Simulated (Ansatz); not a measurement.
Computed with Ansatz on PBE0-D4/def2-TZVP structures; ΔE is electronic, products minus reactants. CCSD(T)/CBS is the MP2 limit (def2-TZVPP, def2-QZVPP) plus CCSD(T) − MP2 in def2-TZVPP, frozen cores. This one scheme is used for every species. Elements past krypton have def2 core potentials. For In outer-core shells are correlated without core-valence functions, which leaves a few kJ/mol of doubt a bond. One conformer a species, not always the lowest.

`[CH3][AlH][S]C` + `C[O][InH2]` → `C[S][AlH][O][InH2]` + `CC`  (formal exchange of groups at the Al–C bond)

| species | CCSD(T)/CBS(def2) energy (Eh) |
| --- | --- |
| `[CH3][AlH][S]C` | -720.14936 |
| `C[O][InH2]` | -306.01914 |
| `C[S][AlH][O][InH2]` | -946.52991 |
| `CC` | -79.71954 |

Problem. Work out ΔE.

Solution. ΔE = (-946.52991) + (-79.71954) − (-720.14936) − (-306.01914) = -0.08095 Eh = -212.5 kJ/mol.

Largest T1 diagnostic among the species: 0.017.

Leaving LDA and LC-ωPBE aside and taking each functional with its dispersion term where it has one, the values, not all of them listed here, spread over 25.7 kJ/mol, from BHLYP-D4 to revPBE-D4. From PBE to PBE0 (25 % exact exchange), in def2-TZVPP and without D4, ΔE moves by −8.9 kJ/mol.
